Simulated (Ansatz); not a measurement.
```yaml
crystal:
  periodic: [false, false, false]
  atoms:
    - {symbol: Na, position_ang: [0.621154, 1.299795, 0.386913]}
    - {symbol: Na, position_ang: [-0.569891, -1.246931, -0.586463]}
    - {symbol: S, position_ang: [1.860607, -0.995935, 0.330341]}
    - {symbol: h, position_ang: [-1.911879, 0.943061, -0.130782]}
basis:
  gaussian: {orbitals: "6-31++G**", fitting: {mean_field: def2-universal-jkfit}}
total_charge: -1
magnetization: {spin_polarized: true, initial_magnetization: 1}
hamiltonian: {xc: {name: B3LYP5}}
scf: {omitted_lower_state_checks: [starts]}
```

```sh
$ ansatz run in.yaml --threads 2 --pin off --events-out ev --progress --plain --max-ram 4352MiB
```

Output, abridged:

```
Error: YAML parse error: error: line 7 column 16: `h` is not an element symbol (H … Og, case-exact)
 --> <input>:7:16
5 |     - {symbol: Na, position_ang: [-0.569891, -1.246931, -0.586463]}
6 |     - {symbol: S, position_ang: [1.860607, -0.995935, 0.330341]}
7 |     - {symbol: h, position_ang: [-1.911879, 0.943061, -0.130782]}
8 | basis:
9 |   gaussian: {orbitals: "6-31++G**", fitting: {mean_field: def2-universal-jkfit}}
```

Something in this input is off. What?

An element symbol is wrong. The program refused the input.
